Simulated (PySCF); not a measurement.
C5H6F2.
Bonds: C1–C2 (double), C2–F3, C2–C4, C4–C5, C5–C6 (double), C5–F7. Hydrogens: H8, H9 on C1; H10, H11 on C4; H12, H13 on C6.

Method: PySCF 2.14.0, PBE0-D3(BJ)/def2-SVP geometry optimisation, gas phase; density fitting, grid level 1; the optimiser is geomeTRIC in internal coordinates, started from a GFN2-xTB structure with every atom displaced at random (about 0.01 Å).

Step 2: E = -10695.8856 eV
```
atom  x, y, z in Å  |  force x, y, z in eV/Å
C1     -2.1012    0.1577    0.9005   -0.009   0.091   0.009
C2     -1.2531   -0.1411   -0.0777   -0.054   0.024   0.083
F3     -1.4289   -1.2540   -0.7953    0.075  -0.043  -0.058
C4     -0.0267    0.6176   -0.4845    0.006  -0.047   0.042
C5      1.2121    0.0361    0.1248   -0.023  -0.006  -0.058
C6      2.1662   -0.6526   -0.4927    0.040   0.061  -0.021
F7      1.2749    0.2600    1.4412   -0.015  -0.057   0.006
H8     -1.9542    1.0577    1.4975    0.001  -0.001  -0.018
H9     -2.9464   -0.4958    1.1211    0.004  -0.008  -0.002
H10     0.0607    0.5952   -1.5802   -0.010   0.013   0.000
H11    -0.1259    1.6654   -0.1632    0.012   0.000   0.005
H12     3.0167   -1.0556    0.0593   -0.005   0.027   0.012
H13     2.1095   -0.8082   -1.5695   -0.022  -0.054   0.001
```

Step 3: E = -10695.8904 eV
```
atom  x, y, z in Å  |  force x, y, z in eV/Å
C1     -2.1181    0.1755    0.8937   -0.091   0.000  -0.018
C2     -1.2578   -0.1499   -0.0644    0.108   0.047  -0.031
F3     -1.4037   -1.2750   -0.7716   -0.064  -0.026   0.078
C4     -0.0296    0.6030   -0.4682    0.015   0.045   0.051
C5      1.2117    0.0145    0.1246    0.063   0.073   0.002
C6      2.1777   -0.6418   -0.5092    0.012   0.012  -0.025
F7      1.2857    0.2177    1.4449   -0.044  -0.059  -0.023
H8     -1.9816    1.0940    1.4664    0.012  -0.048  -0.039
H9     -2.9675   -0.4713    1.1170   -0.014  -0.005   0.017
H10     0.0583    0.5902   -1.5631   -0.036   0.007  -0.043
H11    -0.1265    1.6503   -0.1411    0.050  -0.028   0.010
H12     3.0374   -1.0299    0.0392   -0.001   0.004  -0.006
H13     2.1176   -0.7950   -1.5870   -0.010  -0.021   0.027
```

Step 4: E = -10695.8967 eV
```
atom  x, y, z in Å  |  force x, y, z in eV/Å
C1     -2.1558    0.2002    0.8763   -0.026   0.127   0.006
C2     -1.2596   -0.1546   -0.0365    0.042  -0.110  -0.038
F3     -1.3848   -1.3139   -0.6927    0.019  -0.013   0.019
C4     -0.0256    0.5870   -0.4420   -0.054   0.043  -0.001
C5      1.2218   -0.0131    0.1200    0.112   0.051   0.094
C6      2.2022   -0.6210   -0.5393   -0.032  -0.047  -0.023
F7      1.3021    0.1356    1.4480   -0.050   0.001  -0.040
H8     -2.0413    1.1486    1.4022   -0.024  -0.045   0.022
H9     -3.0070   -0.4435    1.1030    0.002   0.009   0.000
H10     0.0536    0.5889   -1.5375   -0.056   0.004  -0.064
H11    -0.1094    1.6323   -0.1040    0.047  -0.040   0.020
H12     3.0729   -0.9951    0.0012    0.002  -0.032  -0.021
H13     2.1346   -0.7690   -1.6175    0.018   0.050   0.027
```

Step 5: E = -10695.9040 eV
```
atom  x, y, z in Å  |  force x, y, z in eV/Å
C1     -2.1858    0.2322    0.8558   -0.033   0.003  -0.033
C2     -1.2575   -0.1653   -0.0072    0.061  -0.082   0.007
F3     -1.3514   -1.3607   -0.6028    0.006   0.031   0.051
C4     -0.0218    0.5681   -0.4208   -0.048   0.062  -0.048
C5      1.2319   -0.0362    0.1212    0.104  -0.021   0.078
C6      2.2218   -0.6002   -0.5626   -0.032  -0.063  -0.009
F7      1.3046    0.0548    1.4547   -0.045   0.018  -0.047
H8     -2.1027    1.2036    1.3415    0.014   0.004   0.008
H9     -3.0373   -0.4094    1.0868   -0.009   0.005  -0.002
H10     0.0419    0.5776   -1.5190   -0.030   0.003  -0.018
H11    -0.0926    1.6113   -0.0759    0.003  -0.006   0.018
H12     3.0988   -0.9920   -0.0453   -0.003  -0.005   0.003
H13     2.1535   -0.7014   -1.6453    0.012   0.049  -0.007
```

Q: Estimate the geometry and energy of step 6. (The exact step hangs on the optimiser's Hessian estimate; all steps are aligned on step 5, rigid shifts and turns removed.)

A: E = -10695.9118 eV, largest force 0.179 eV/Å
```
atom  x, y, z in Å  |  force x, y, z in eV/Å
C1     -2.2650    0.3084    0.7839    0.034  -0.091  -0.037
C2     -1.2437   -0.1917    0.0959    0.003  -0.152   0.058
F3     -1.2427   -1.4756   -0.2864   -0.058   0.096   0.003
C4     -0.0125    0.5210   -0.3553    0.023   0.131  -0.121
C5      1.2553   -0.1122    0.1160    0.007  -0.059  -0.014
C6      2.2652   -0.5449   -0.6315   -0.009  -0.054   0.043
F7      1.3069   -0.2021    1.4489    0.023  -0.019  -0.003
H8     -2.2463    1.3475    1.1052   -0.014   0.064   0.012
H9     -3.1235   -0.3156    1.0381    0.013   0.006  -0.001
H10    -0.0011    0.5560   -1.4582    0.027   0.003   0.068
H11    -0.0491    1.5573    0.0134   -0.046   0.038  -0.006
H12     3.1497   -0.9880   -0.1720    0.012   0.028   0.023
H13     2.2106   -0.4778   -1.7168   -0.014   0.009  -0.026
```

The energy changes by -0.0078 eV. The first-order estimate −F·Δx gives -0.0223 eV and the mean of the old and new forces, exact on a quadratic surface, -0.0027 eV. The step makes an angle of 82° with the force vector and moves no atom by more than 0.354 Å.

What follows is the cost of the whole optimisation. Hardware: one thread of an Arm Neoverse N1, on a shared host. Cost: 1.8 min wall, 0.50 GiB resident at most.
